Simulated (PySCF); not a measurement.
Molecule: In(H)(Me)(NH2), CH6InN, SMILES [NH2][InH][CH3]. Atoms near the plane z = 0.8 Å, at the PBE0/def2-SVP optimised geometry (x, y, z in Å): In1 (0.3, -0.2, 0.0), H2 (2.1, -0.2, 0.0), C3 (-1.0, -1.9, 0.0), H5 (-2.1, -1.5, -0.1), H6 (-0.9, -2.4, 0.9), N7 (-0.5, 1.6, 0.0), H8 (-1.5, 1.8, 0.0), H9 (0.0, 2.5, 0.0).

Method: PBE0/def2-TZVP, def2 effective core potentials past Kr run with PySCF. The core electrons that the potentials of In replace are not part of the density. The values are rescaled to run from 0 to 1.

```
|                               |
|                               |
|                               |
|                               |
|                               |
|                               |
|                               |
|                               |
|                               |
|             ..                |
|            ..:.               |
|            ..:.               |
|             ...               |
|              .                |
|                               |
|                    ..         |
|                    ..         |
|                               |
|             ..                |
|             ..                |
|            ...                |
|           :+-.                |
|           -@+.                |
|           .-:                 |
|                               |
|                               |
|                               |
|                               |
|                               |
|                               |
|                               |
```
Scale: ten equal steps from 0.000 (start of ' ') to 1.00 (end of '@'), in the order ' .:-=+*#%@'; x runs from -5.00 to 5.00, y from -5.00 (bottom) to 5.00 (top).

Task: Which quantity is mapped?
A) electron localisation function
B) Laplacian of the electron density
C) electrostatic potential
D) deformation density (molecule minus spherical neutral atoms)

Result: D, deformation density (molecule minus spherical neutral atoms). In full: deformation density (molecule minus spherical neutral atoms) (e/bohr³).
